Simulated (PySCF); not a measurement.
## PhCH2CH2F: full NMR table

```yaml
Formula: C8H9F
SMILES: FCCc1ccccc1
InChI: InChI=1S/C8H9F/c9-7-6-8-4-2-1-3-5-8/h1-5H,6-7H2
Point_group_of_the_computed_structure: Cs
Degrees_of_unsaturation: 4
Carbon_signals: 6
Proton_signals: 5
```

Numbering as in the mapped SMILES `[F:1][CH2:2][CH2:3][c:4]1[cH:5][cH:6][cH:7][cH:8][cH:9]1`; H(Xn) means a hydrogen on atom n.

Method: coordinates at the GFN2-xTB level, NMR shieldings at PBE0/pcSseg-1/GIAO, in PySCF 2.14 (gas phase, no relativistic terms, one conformer, equivalent nuclei averaged).

Shifts are taken against calculated references (same method and geometry level): ¹H, ¹³C against TMS; CFCl3 for ¹⁹F.

| carbon | δC, type | δH (multiplicity) | HMBC from (2–3 bonds) | span of the C tensor (ppm) |
| --- | --- | --- | --- | --- |
| C2 | 89.3, CH2 | 4.63 (m) | H(C3) | 99 |
| C3 | 42.8, CH2 | 3.14 (m) | H(C5)/H(C9), H(C2) | 42 |
| C4 | 141.2, C | – | H(C6)/H(C8), H(C5)/H(C9), H(C2), H(C3) | 235 |
| C5/C9 | 134.9, CH | 7.54 (m) | H(C6)/H(C8), H(C7), H(C5)/H(C9), H(C3) | 221 |
| C6/C8 | 134.5, CH | 7.65 (m) | H(C6)/H(C8), H(C7), H(C5)/H(C9) | 236 |
| C7 | 132.3, CH | 7.56 (m) | H(C6)/H(C8), H(C5)/H(C9) | 235 |

Other nuclei:
| atoms | nucleus | environment | δ (ppm) | σ (ppm) |
| --- | --- | --- | --- | --- |
| F1 | ¹⁹F | fluorine on an sp3 carbon | -232.3 | 403.2 |

Carbon types of the structure: 1 × C, 5 × CH, 2 × CH2, which accounts for all hydrogens. δC 141.2: substituted aromatic carbon. δC 134.9, 134.5, 132.3: aromatic CH; the aromatic region. δC 89.3: sp3 CH2 bonded to F; the inductive effect lowers its shielding. δC 42.8: sp3 CH2 on an aromatic ring; saturated and bonded to C and H only. δH 3.14: hydrogen on an sp3 CH2 on an aromatic ring; benzylic-type position, deshielded by the ring.

Splittings by ¹⁹F in the carbon and heteronuclear signals aren't shown, as no couplings were computed. Shifts are as computed. Against solution values, carbons near 30 ppm lie about +3 ppm off and those near 130 ppm about +5 ppm. Of 1211 compounds with measured shifts, 218 miss one by over three times the rms of a fit or turn the order of signals round; such compounds aren't used in these exercises. Unscaled 19F shifts against computed CFCl3 carry errors that often reach 10 to 50 ppm. Multiplicities follow the n + 1 count of equivalent neighbours, as no J values were calculated; m marks all less simple cases, F and P coupling included.
